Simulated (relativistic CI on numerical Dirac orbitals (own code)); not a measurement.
## Hyperfine structure of Cs LIV, mass number 135

Calculated at this level of theory: Dirac-Coulomb-Breit CI, separate exchange-only KLI orbitals for each configuration, QED by a radiative potential, unscaled Slater integrals (own radial code, finite nucleus).

Configurations in the expansion: 1s², 1s2s, 1s2p, 1s3s, 1s3p, 1s3d, 1s4s, 1s4p, 1s4d, 1s4f, 1s5s, 1s5p, 1s5d, 1s5f, 1s5g, 1s6s, 1s6p, 1s6d, 2s². Levels of other configurations are missing.

Nuclear spin I = 7/2, μ = 2.7283 μN, Q = 0.048 b (tables of Stone and Pyykkö). The electronic factors are computed for point nuclear moments, without core polarisation or the Bohr-Weisskopf and QED corrections.

| Level | E (Ry) | A (GHz) | B (GHz) |
| --- | --- | --- | --- |
| 1s2s ³S1 | 2301.26 | 23950 | -0.000561 |
| 1s2p ³P°1 | 2307.08 | 21990 | -1.98 |
| 1s2p ³P°2 | 2338.02 | 10760 | 32.9 |
| 1s2p ¹P°1 | 2340.67 | -10160 | 18.2 |
| 1s3s ³S1 | 2736.79 | 21960 | -0.00073 |
| 1s3p ³P°1 | 2738.37 | 21370 | -0.54 |
| 1s3p ³P°2 | 2747.57 | 10630 | 10.2 |
| 1s3d ³D2 | 2748.19 | 10610 | 2 |

Levels with J = 0, under 50 % of one LS term, or S terms without an open s electron are left out. Small factors come from cancelling terms and can be off by tens of per cent or more.

At this charge energies of transitions that change n are usually good to better than 1 %, and those within a shell (Δn = 0) to a few per cent.

(1) Give the hyperfine levels of 1s2s ³S1 relative to its centre of gravity.

## Answers

(1) With K = F(F + 1) − I(I + 1) − J(J + 1), E = AK/2 + B[¾K(K + 1) − I(I + 1)J(J + 1)]/[2I(2I − 1)J(2J − 1)]: F = 5/2: -107800, F = 7/2: -23950, F = 9/2: 83830 GHz.

LS names give the leading component of a level, which can be under half, so a name can repeat, a term be missing and a line seem to break the LS rules.
